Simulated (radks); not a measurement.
Species: the scandium ion Sc2+. Configuration: [Ar] 3d1. All-electron calculation, Dirac Kohn-Sham, Slater X-alpha with alpha = 0.846, spin-unpolarised, spherical densities, point nucleus; open shells are shared between the two j in proportion to 2j + 1. Program: a radial shooting solver on a logarithmic mesh with Libxc functionals. Some entries of the table are withheld. Estimate them.

orbital,occ.,eigenvalue (hartree),<r^2> (bohr^2),<1/r> (bohr^-1)
1s1/2,2,-163.2745,0.007157,(1)
2s1/2,2,-18.34201,(2),4.328
2p1/2,2,-15.35792,0.1138,4.268
2p3/2,4,-15.18311,0.1156,4.218
3s1/2,2,-2.67799,(3),1.325
3p1/2,2,-1.90205,1.518,1.207
3p3/2,4,-1.88220,1.538,1.196
3d3/2,0.4,-0.71955,2.725,0.8876
3d5/2,0.6,-0.71800,2.735,0.8856

Answer. 
(1) 1s1/2 <1/r> (bohr^-1): 20.79
(2) 2s1/2 <r^2> (bohr^2): 0.1383
(3) 3s1/2 <r^2> (bohr^2): 1.299
